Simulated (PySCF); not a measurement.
**C₇H₁₀OSi: full NMR table**

```yaml
Formula: C7H10OSi
SMILES: C#C[C@@H]1C[Si@@H]1/C=C\OC
Point_group_of_the_computed_structure: C1
Degrees_of_unsaturation: 4
Carbon_signals: 7
Proton_signals: 8
```

Numbering as in the mapped SMILES `[CH:1]#[C:2][C@@H:3]1[CH2:4][Si@@H:5]1/[CH:6]=[CH:7]\[O:8][CH3:9]`. Each H is labelled by its parent atom. Ha(C4) is cis to C2 on the ring; Hb(C4) is trans to C2 on the ring.

Non-relativistic, no solvent model, one computed conformer, fast rotation and ring inversion assumed for equivalent nuclei. Structure optimised with PBE0-D3(BJ)/def2-SVP; HF/pcSseg-1 with gauge-including orbitals; PySCF 2.14.

Referencing at the same level of theory: TMS for $^{1}$H (σref 31.69), $^{13}$C (σref 190.85), $^{29}$Si (σref 393.43); $^{17}$O (σref 333.31) vs H2O.

| carbon | δC, type | δH (multiplicity) | HMBC from (2–3 bonds) | span of the C tensor (ppm) |
| --- | --- | --- | --- | --- |
| C1 | 72.3, CH | 2.23 (d) | H(C3) | 210 |
| C2 | 90.5, C | – | H(Si5), H(C1), H(C3), Hb(C4), Ha(C4) | 311 |
| C3 | -11.8, CH | 0.88 (m) | H(C6), H(Si5), H(C1), Hb(C4), Ha(C4) | 65 |
| C4 | 0.5, CH2 | Hb(C4) 0.61 (m); Ha(C4) 0.39 (m) | H(C6), H(Si5), H(C3) | 55 |
| C6 | 92.4, CH | 4.29 (m) | H(C7), H(Si5), H(C3), Hb(C4), Ha(C4) | 188 |
| C7 | 173.7, CH | 6.82 (d) | H(C6), H(Si5), H(C9) | 229 |
| C9 | 53.6, CH3 | 3.42 (s) | H(C7) | 77 |

Other nuclei:
| atoms | nucleus | environment | δ (ppm) | σ (ppm) |
| --- | --- | --- | --- | --- |
| H(Si5) | $^{1}$H | hydrogen on a silicon bonded to 3 C, in a 3-membered ring | 3.57 | 28.12 |
| Si5 | $^{29}$Si | silicon bonded to 3 C, H, in a 3-membered ring | -108.3 | 501.7 |
| O8 | $^{17}$O | ether oxygen | 72.3 | 261.0 |

- Carbon types of the structure: 1 × C, 4 × CH, 1 × CH2, 1 × CH3, leaving 1 H on heteroatoms.
- δC 173.7: alkene carbon bearing oxygen; an sp2 carbon further deshielded by the attached heteroatom.
- δC 92.4: β carbon of an enol-ether or enamine type C=C; the O or N lone pair pushes π density onto this β carbon and shields it.
- δC 90.5: alkyne carbon; sp carbons lie upfield of alkene carbons because the cylindrical π system leaves one tensor component strongly shielded.
- δC 72.3: terminal alkyne carbon; sp carbons lie upfield of alkene carbons because the cylindrical π system leaves one tensor component strongly shielded.
- δC 53.6: methyl carbon bonded to O; pulled downfield by the heteroatom.

Shifts are as computed. Against solution values, carbons near 30 ppm lie about -0 ppm off and those near 130 ppm about +7 ppm. Of 1211 compounds with measured shifts, 218 miss one by over three times the rms of a fit or turn the order of signals round; such compounds aren't used in these exercises. Experimental scales use liquid or dissolved standards, which lie at an offset from isolated H2O (liquid H2O: subtract about 36 ppm). Multiplicities follow the n + 1 count of equivalent neighbours, as no J values were calculated; m marks all less simple cases, F and P coupling included.
